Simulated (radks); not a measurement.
Excited configurations of Ni I: one electron is placed in a higher orbital outside [Ar] 3d9. The ground configuration is [Ar] 3d8 4s2. Method: Dirac Kohn-Sham, PBE, spin-unpolarised, spherical densities, finite nucleus; open shells fill j = l - 1/2 first; Fermi nuclear charge, rms radius 3.7757 fm; computed with a radial shooting solver on a logarithmic mesh with Libxc functionals. Excitation = E - E(ground); binding = E(ion) - E, where the ion is the core of charge +1; n* = 1/sqrt(2 binding) in atomic units, and the quantum defect is n - n*.

| outer orbital | excitation (eV) | binding (eV) | n* | quantum defect | eigenvalue (eV) | <r> (bohr) |
|---|---|---|---|---|---|---|
| 4s1/2 | -1.492 | 7.913 | 1.311 | 2.689 | -4.492 | 3.019 |
| 4f5/2 | 5.513 | 0.908 | 3.871 | 0.129 | -0.436 | 17.48 |
| 7p1/2 | 5.741 | 0.680 | 4.473 | 2.527 | -0.440 | 31.96 |

Estimate the row for 6d3/2.

Answer. excitation (eV) 5.759; binding (eV) 0.662; n* 4.533; quantum defect 1.467; eigenvalue (eV) -0.409; <r> (bohr) 31.05. The Delta-SCF ionisation energy is 6.421 eV (NIST Atomic Spectra Database: 7.640 eV, measured). Self-interaction in the functional shifts the binding energies and quantum defects, so they are the method's values and not measured ones. Spin polarisation and multiplet splitting are left out, so open shells lie too high by an amount that depends on their filling. A negative excitation energy means that this level of theory puts the configuration below the NIST ground configuration.

Beside tabulated values, note that spin-unpolarised runs miss the spin-polarisation part of the exchange energy of open shells.
